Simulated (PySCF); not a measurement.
Several structures and their simulated spectra, in scrambled order.

A. `CNc1ccn(C)c1`
B. `C(C(C(=C)F)=O)C`
C. `[C@@H]1(C(C)C)C[P@@H]1=O`
D. `C(C)(=O)[C@@H]1C[C@]1([SiH3])C(Cl)Cl`

Spectrum 1. $^{13}$C{$^{1}$H} NMR (computed): δ 145.5 (C), 123.5 (CH), 103.1 (CH), 101.9 (CH), 37.2 (CH3), 35.0 (CH3).

Spectrum 2. $^{13}$C{$^{1}$H} NMR (computed): δ 31.5 (CH), 31.2 (CH), 26.7 (CH3), 23.0 (CH3), 14.4 (CH2).

Spectrum 3. $^{13}$C{$^{1}$H} NMR (computed): δ 211.9 (C), 89.7 (CH), 36.5 (CH), 36.3 (CH3), 32.9 (C), 24.4 (CH2).

Spectrum 4. $^{13}$C{$^{1}$H} NMR (computed): δ 201.1 (C), 171.2 (C), 106.9 (CH2), 36.7 (CH2), 8.8 (CH3).

No relativistic terms, single conformer, isolated molecule, fast rotation and ring inversion assumed for equivalent nuclei. GFN2-xTB structure; NMR shieldings at PBE0/pcSseg-1/GIAO; PySCF.

Shifts are taken against calculated references (same method and geometry level): TMS for $^{13}$C (186.93 ppm). Splittings of carbon signals by F and P are missing where no couplings were computed. Shifts are as computed. Against solution values, carbons near 30 ppm lie about +3 ppm off and those near 130 ppm about +5 ppm; carbons on Cl a further +6 ppm. Of 1211 compounds with measured shifts, 218 miss one by over three times the rms of a fit or turn the order of signals round; such compounds aren't used in these exercises. Carbons bonded to Cl come out too deshielded.

Match each spectrum to its structure.

Results:

1–A, 2–C, 3–D, 4–B.

- Spectrum 1 (A): 6 $^{13}$C signals; δC 145.5 is an aromatic carbon bearing nitrogen; δC 103.1 is an aromatic CH next to a ring nitrogen.
- Spectrum 2 (C): 5 $^{13}$C signals; δC 31.2 is an sp3 CH; δC 26.7 is a methyl carbon.
- Spectrum 3 (D): 6 $^{13}$C signals; δC 211.9 is a ketone carbonyl carbon; δC 89.7 is an sp3 CH bonded to 2 Cl.
- Spectrum 4 (B): 5 $^{13}$C signals; δC 201.1 is a ketone carbonyl carbon; δC 36.7 is an sp3 CH2 α to a carbonyl.
